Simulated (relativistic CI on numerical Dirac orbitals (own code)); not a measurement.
**Si VI: sensitivity of the levels to the model**

Base calculation: Dirac-Coulomb-Breit CI, orbitals from a KLI potential per configuration, QED by a radiative potential, valence Slater integrals scaled by 0.85, P86 correlation energy added to each configuration.

Configuration list (outside the closed core 1s2): 2s²2p⁵, 2s2p⁶, 2s²2p⁴3s, 2s²2p⁴3p, 2s²2p⁴3d, 2p⁶3s, 2p⁶3p, 2s²2p⁴4s, 2s2p⁵3s, 2s²2p⁴4p, 2s²2p⁴4d, 2p⁶3d, 2s²2p⁴4f, 2s2p⁵3p, 2s²2p⁴5s, 2s²2p⁴5p, 2s²2p⁴5d, 2s²2p³3s², 2s²2p⁴5f, 2s²2p⁴5g, 2s2p⁵3d, 2s²2p³3s3p, 2s²2p³3p², 2s²2p³3s3d, 2s2p⁵4s, 2s2p⁵4p, 2s²2p³3p3d, 2s2p⁵4d, 2s2p⁵4f, 2s2p⁴3s², 2s²2p³3d², 2s2p⁵5s, 2s2p⁵5p, 2s2p⁴3s3p, 2s2p⁵5d, 2s2p⁵5f. Levels of other configurations are missing.

The lowest level and the first level of each name with at least 55 % of one term (blank where a level has no safe partner in the second run):

```csv
Level,Base (cm⁻¹),Shift (cm⁻¹)
2s²2p⁵ ²P°3/2,0,0
2s²2p⁵ ²P°1/2,5057,-15
2s2p⁶ ²S1/2,424650,+291
2s²2p⁴3s ⁴P5/2,994949,-86
2s²2p⁴3s ⁴P3/2,998037,-94
2s²2p⁴3s ⁴P1/2,999865,-100
2s²2p⁴3s ²P3/2,1008221,-94
2s²2p⁴3s ²P1/2,1011855,-103
2s²2p⁴3s ²D5/2,1040988,-95
2s²2p⁴3s ²D3/2,1041045,-95
2s²2p⁴3p ⁴P°5/2,1075072,-37
2s²2p⁴3p ⁴P°3/2,1076071,-39
2s²2p⁴3p ⁴P°1/2,1077393,-43
2s²2p⁴3p ⁴D°7/2,1083709,-37
2s²2p⁴3s ²S1/2,1084460,-85
2s²2p⁴3p ⁴D°5/2,1085406,-41
2s²2p⁴3p ⁴D°3/2,1086976,-46
2s²2p⁴3p ⁴D°1/2,1087767,-49
2s²2p⁴3p ²D°5/2,1090618,-42
2s²2p⁴3p ²D°3/2,1093346,-46
2s²2p⁴3p ²P°1/2,1093434,-35
2s²2p⁴3p ²P°3/2,1096356,-45
```

At this charge configurations can still be misplaced by up to about 7 % of their energy. 30 of the 32 excited levels that our extract of the measured tables holds in this range could be paired (the sources list more); they are missed by 4119 cm⁻¹ on average and 18153 at most, and levels without a partner can miss by more.

Problem. One thing was changed in a second run, which moved the levels as shown. Which?
A. Breit term removed
B. self-excluded LDA correlation estimate
C. configuration mixing switched off
D. no correlation estimate
E. QED terms removed

Solution. E. QED terms removed. QED shifts follow the density of s (and p1/2) electrons at the nucleus, so configurations move by their count of such electrons; where none moves, the smaller shifts of p3/2 electrons and of j = l + 1/2 against j = l − 1/2 set the pattern.
